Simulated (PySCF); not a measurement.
**Gas-phase XPS of `[CH2]1C[C@@H](C2CC2)[CH2][GeH2]1`, computed**

C7H14Ge.
Numbering: `[CH2:1]1[CH2:2][C@@H:3]([CH:4]2[CH2:5][CH2:6]2)[CH2:7][GeH2:8]1`

Computed with delta-SCF UKS SCAN, pcX-2 on the ionised atom, pcseg-1 elsewhere, spin-free X2C in PySCF. These are vertical core ionisation energies against the vacuum level, from separate self-consistent calculations with and without the core hole.

Task: List the computed XPS lines with their assignment.

Result: 
| atom(s) | bonded to | level | binding energy (eV) | above the level's lowest (eV) | count |
| --- | --- | --- | --- | --- | --- |
| C5 | 2 C and 2 H | C 1s | 290.38 | +0.66 | 1 |
| C6 | 2 C and 2 H | C 1s | 290.37 | +0.65 | 1 |
| C3 | 3 C and H | C 1s | 290.36 | +0.64 | 1 |
| C4 | 3 C and H | C 1s | 290.33 | +0.61 | 1 |
| C2 | 2 C and 2 H | C 1s | 290.25 | +0.53 | 1 |
| C1 | C, 2 H and Ge | C 1s | 289.82 | +0.10 | 1 |
| C7 | C, 2 H and Ge | C 1s | 289.72 | 0.00 | 1 |

Lowest listed C 1s: C7, bonded to C, 2 H and Ge. Highest, 0.66 eV above it: C5, bonded to 2 C and 2 H. The widest gap between neighbouring values is 0.43 eV, between 289.82 and 290.25 eV. Summing the Pauling electronegativity differences to the bonded atoms, each weighted by its formal bond order, gives -1.24 for the lowest site and -0.70 for the highest; the largest sum, -0.35, belongs to C3, 0.02 eV below the top. The values 290.33, 290.36, 290.37 and 290.38 eV lie too close for their order to be trusted.

Task: Which photon wavelength matches the C 1s of C3 threshold?

Result: λ = hc/E = 12398.42 eV Å / 290.36 eV = 42.700 Å.

No level of germanium is listed. One conformer (not necessarily the lowest) at the PBE0-D3(BJ)/def2-SVP geometry, without solvent, vibrations or thermal averaging.
